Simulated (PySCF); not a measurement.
Optical rotation: `InChI=1S/C3H7ClSi2/c4-3(6)1-2-5/h2H,5-6H3`

Geometry:
| atom | x (Å) | y (Å) | z (Å) |
| --- | --- | --- | --- |
| Si1 | -2.487 | 0.720 | -0.402 |
| C2 | -1.308 | -0.741 | -0.196 |
| C3 | -0.025 | -0.654 | -0.354 |
| C4 | 1.254 | -0.472 | -0.461 |
| Si5 | 2.447 | -0.005 | 0.926 |
| Cl6 | 2.040 | -0.683 | -2.024 |
| H7 | -3.461 | 0.374 | -1.441 |
| H8 | -3.184 | 0.918 | 0.873 |
| H9 | -1.733 | 1.916 | -0.767 |
| H10 | -1.746 | -1.695 | 0.067 |
| H11 | 1.657 | 0.168 | 2.145 |
| H12 | 3.425 | -1.084 | 1.074 |
| H13 | 3.114 | 1.239 | 0.542 |

The calculation used TDDFT CAM-B3LYP/def2-SVPD circular dichroism and optical rotation, one conformer, gas phase in PySCF. Geometry: GFN2-xTB.

No stereocentre is labelled: unless the shape is locked (an allene, a helicene, a hindered biaryl), the mirror image is equally populated and a measured rotation or CD is zero.

**Question.** Give the optical rotatory dispersion at 633, 589.3, 546, 436, 405, 365, 355 nm.

**Answer.** [α] in deg dm⁻¹ (g/mL)⁻¹:
```
λ (nm)  origin-invariant length gauge  modified velocity gauge  length gauge (centre of mass)  isotropic polarisability (au)
   633                          -71.8                    -78.3                          -68.0                          115.5
 589.3                          -85.0                    -92.6                          -80.5                          116.2
   546                         -102.3                   -111.2                          -96.9                          117.1
   436                         -183.9                   -198.2                         -174.2                          121.0
   405                         -227.1                   -243.7                         -215.1                          122.8
   365                         -313.2                   -333.0                         -296.9                          126.1
   355                         -343.4                   -363.9                         -325.5                          127.1
```

**Question.** And for the mirror image at 589.3 nm?

**Answer.** +85.0 deg dm⁻¹ (g/mL)⁻¹ (origin-invariant length gauge): the same size and the opposite sign.

**Question.** What is the molar rotation [Φ] = [α]·M/100 of the geometry above at 589.3 nm?

**Answer.** With M = 134.71 g/mol, -114.5 deg cm² dmol⁻¹ (origin-invariant length gauge).

The first excitation lies at 4.61 eV (269 nm) with R = -0.1 × 10⁻⁴⁰ esu² cm² (velocity form).
